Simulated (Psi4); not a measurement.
CH5O (SMILES C[OH2+]), charge +1, singlet, at a GFN2-xTB geometry. Base run: Psi4 with CCSD(T)/6-31G.

Input for Psi4:
```
memory 2 GB

molecule mol {
1 1
C    -0.019277    0.751129    0.000910
O    -0.019451   -0.710029    0.073094
H    -1.053935    1.084796    0.062118
H     0.899563   -1.056043    0.066199
H     0.525466    1.124354    0.866679
H     0.439888    1.112447   -0.918223
H    -0.539715   -1.092092   -0.666982
}

set {
  basis 6-31g
  reference rhf
}

energy('ccsd(t)')
print_variables()
```

Each row names what was changed in the base input (with any setting that the change needs).

| change | ΔE vs base (kcal/mol) | MP2 correlation (Eh) | CC correlation without the perturbative part (Eh) | basis functions |
|---|---|---|---|---|
| base | 0.000 | -0.21622 | -0.23768 | 28 |
| puream = on | 0.000 | -0.21622 | -0.23768 | 28 |
| method = ccsd | 2.08 | -0.21622 | -0.23768 | 28 |
| method = lccd | 1.76 | -0.21622 | - | 28 |
| puream = off | 0.000 | -0.21622 | -0.23768 | 28 |
| method = mp3 | 8.02 | -0.21618 | - | 28 |
| method = dlpno-mp2 | 15.63 | -0.21615 | - | 28 |
| method = mp2 | 15.60 | -0.21618 | - | 28 |
| cc_type = df | 0.036 | -0.21618 | -0.23767 | 28 |
| method = cepa(1) | 2.48 | -0.21622 | - | 28 |
